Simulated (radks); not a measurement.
Results of a calculation; reference values are marked as such.
Question: The mean radii <r> (bohr) of the occupied orbitals of an atom or ion are listed with their occupations. Level of theory: scalar-relativistic Kohn-Sham, r2SCAN, spin-polarised, spherical densities, finite nucleus; meta-GGA in the generalised Kohn-Sham scheme; Fermi nuclear charge, rms radius of each element as measured or else 0.836 A^(1/3) + 0.57 fm (a radial shooting solver on a logarithmic mesh with Libxc functionals).

orbital  occ.     <r>
1s up       1  0.1765
1s down     1  0.1753
2s up       1  0.9044
2s down     1  0.9429
2p up       3  0.8764

Name the element and its charge. Open shells, if any, are filled with parallel spins first.

Answer: Z = 9, fluorine, charge +2: F2+ in [He] 2s2 2p3. The 1s radius gives Z: for a bare nucleus <r> = (2 gamma + 1)/(2Z) with gamma = sqrt(1 - (Z/c)^2), 0.1664 bohr for Z = 9, and screening makes it slightly larger (0.1765 here). The occupations add up to 7, and the charge is Z minus that.
